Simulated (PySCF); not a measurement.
SMILES CC[SiH2]N(C)C, GFN2-xTB optimised geometry.

```
19

Si    -0.38    -0.50     0.00
C     -1.00     1.30     0.00
C     -2.49     1.37    -0.30
N      1.34    -0.50     0.00
C      2.13     0.46     0.74
C      2.04    -1.74    -0.21
H     -0.76    -1.19    -1.24
H     -1.02    -1.20     1.14
H     -0.82     1.77     0.97
H     -0.46     1.88    -0.74
H     -2.84     2.40    -0.29
H     -3.06     0.81     0.44
H     -2.70     0.95    -1.28
H      2.39     0.09     1.74
H      3.06     0.65     0.20
H      1.58     1.39     0.84
H      1.44    -2.40    -0.82
H      2.99    -1.55    -0.71
H      2.26    -2.24     0.74
```

Density from B3LYP/def2-SVP run with PySCF 2.14.0 at that geometry.

Minimum of the electron density along straight lines between bonded atoms, close to the bond critical point (lines longer than 1.1 times the sum of covalent radii, or with two minima, are not listed):

```tsv
bond	length / Å	ρ at the minimum / e bohr⁻³	∇²ρ there / e bohr⁻⁵	position (fraction from the first atom)
Si1–C2	1.898	0.114	0.32	0.38
C2–C3	1.522	0.242	-0.54	0.50
Si1–N4	1.720	0.124	0.74	0.40
N4–C5	1.442	0.274	-0.78	0.61
N4–C6	1.440	0.276	-0.79	0.61
Si1–H7	1.468	0.116	0.33	0.49
Si1–H8	1.479	0.114	0.31	0.49
C2–H9	1.091	0.272	-0.95	0.62
C2–H10	1.091	0.272	-0.96	0.62
C3–H11	1.089	0.276	-1.01	0.62
C3–H12	1.087	0.278	-1.02	0.62
C3–H13	1.087	0.278	-1.02	0.62
C5–H14	1.097	0.276	-1.00	0.62
C5–H15	1.094	0.277	-1.02	0.63
C5–H16	1.086	0.283	-1.07	0.63
C6–H17	1.086	0.282	-1.07	0.63
C6–H18	1.094	0.278	-1.03	0.63
C6–H19	1.097	0.276	-1.00	0.62
```
